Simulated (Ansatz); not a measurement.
Geometry optimisation, RKS B3LYP-D4/def2-SVP in Ansatz 0.2.0.

Input file:

```yaml
crystal:
  periodic: [false, false, false]
  atoms:
    - { symbol: Hf, position_ang: [0.46964, -0.425145, -0.481726] }
    - { symbol: "N", position_ang: [-0.322351, -0.331928, 2.809824] }
    - { symbol: H, position_ang: [-1.156141, -0.768386, 3.202605] }
    - { symbol: H, position_ang: [-0.118279, 0.501187, 3.36073] }
    - { symbol: F, position_ang: [1.224648, -0.597009, -2.21151] }
    - { symbol: F, position_ang: [0.495643, 1.455153, -0.194601] }
    - { symbol: Cl, position_ang: [-1.700334, -1.302563, -0.70404] }
    - { symbol: Cl, position_ang: [1.986888, -1.737228, 0.97782] }
    - { symbol: H, position_ang: [0.469786, -0.99288, 2.922898] }
basis:
  gaussian: { orbitals: def2-SVP }
hamiltonian:
  xc: b3lyp
  dispersion: d4
relax:
  f_tol: 0.03
  max_steps: 50
```

Run as:

```bash
$ ansatz run input.yaml --threads 4 --pin off --max-ram 5120MiB --backend cpu --events-out ev --progress --plain --runs-dir out
```

**Question.** Where does it end, and by what steps?

**Answer.** The forces met the threshold. The force dipped under the threshold on the way, but the program's further checks kept it going. After 23 steps the energy has fallen by 0.847 eV; H3 moved furthest, 1.09 Å. Joined: Hf1–N2 (3.39 → 2.44 Å).

```json
{"step": "0", "energy less start (eV)": "0.0000", "largest force component (eV/Å)": "1.388", "accepted": "yes"}
{"step": "1", "energy less start (eV)": "-0.3076", "largest force component (eV/Å)": "0.850", "accepted": "yes"}
{"step": "2", "energy less start (eV)": "-0.6087", "largest force component (eV/Å)": "0.493", "accepted": "yes"}
{"step": "3", "energy less start (eV)": "-0.7226", "largest force component (eV/Å)": "1.442", "accepted": "yes"}
{"step": "4", "energy less start (eV)": "-0.7548", "largest force component (eV/Å)": "1.101", "accepted": "yes"}
{"step": "5", "energy less start (eV)": "-0.8241", "largest force component (eV/Å)": "0.391", "accepted": "yes"}
{"step": "6", "energy less start (eV)": "-0.8330", "largest force component (eV/Å)": "0.082", "accepted": "yes"}
{"step": "7", "energy less start (eV)": "-0.8312", "largest force component (eV/Å)": "0.363", "accepted": "no"}
{"step": "8", "energy less start (eV)": "-0.8347", "largest force component (eV/Å)": "0.023", "accepted": "yes"}
{"step": "9", "energy less start (eV)": "-0.8347", "largest force component (eV/Å)": "0.185", "accepted": "no"}
{"step": "10", "energy less start (eV)": "-0.8354", "largest force component (eV/Å)": "0.052", "accepted": "yes"}
{"step": "11", "energy less start (eV)": "-0.8359", "largest force component (eV/Å)": "0.124", "accepted": "yes"}
{"step": "12", "energy less start (eV)": "-0.8365", "largest force component (eV/Å)": "0.168", "accepted": "yes"}
{"step": "13", "energy less start (eV)": "-0.8368", "largest force component (eV/Å)": "0.252", "accepted": "yes"}
{"step": "14", "energy less start (eV)": "-0.8393", "largest force component (eV/Å)": "0.180", "accepted": "yes"}
{"step": "15", "energy less start (eV)": "-0.8430", "largest force component (eV/Å)": "0.015", "accepted": "yes"}
{"step": "16", "energy less start (eV)": "-0.8299", "largest force component (eV/Å)": "0.621", "accepted": "no"}
{"step": "17", "energy less start (eV)": "-0.8447", "largest force component (eV/Å)": "0.061", "accepted": "yes"}
{"step": "18", "energy less start (eV)": "-0.8429", "largest force component (eV/Å)": "0.293", "accepted": "no"}
{"step": "19", "energy less start (eV)": "-0.8455", "largest force component (eV/Å)": "0.081", "accepted": "yes"}
{"step": "20", "energy less start (eV)": "-0.8459", "largest force component (eV/Å)": "0.048", "accepted": "yes"}
{"step": "21", "energy less start (eV)": "-0.8466", "largest force component (eV/Å)": "0.075", "accepted": "yes"}
{"step": "22", "energy less start (eV)": "-0.8469", "largest force component (eV/Å)": "0.043", "accepted": "yes"}
{"step": "23", "energy less start (eV)": "-0.8472", "largest force component (eV/Å)": "0.002", "accepted": "yes"}
```

```xyz
9
Properties=species:S:1:pos:R:3
Hf 0.441 -0.479 0.001
N -0.199 -0.368 2.353
H -1.131 0.038 2.475
H 0.445 0.215 2.894
F 0.942 -0.440 -1.846
F 0.305 1.418 0.270
Cl -1.592 -1.715 -0.174
Cl 2.356 -1.586 0.898
H -0.218 -1.282 2.811
```

Whether the end is a true minimum wasn't checked by a vibrational analysis.

Time of the run: 65 s on 4 threads of Arm Neoverse V2, on a shared host, peak memory 0.33 GiB.
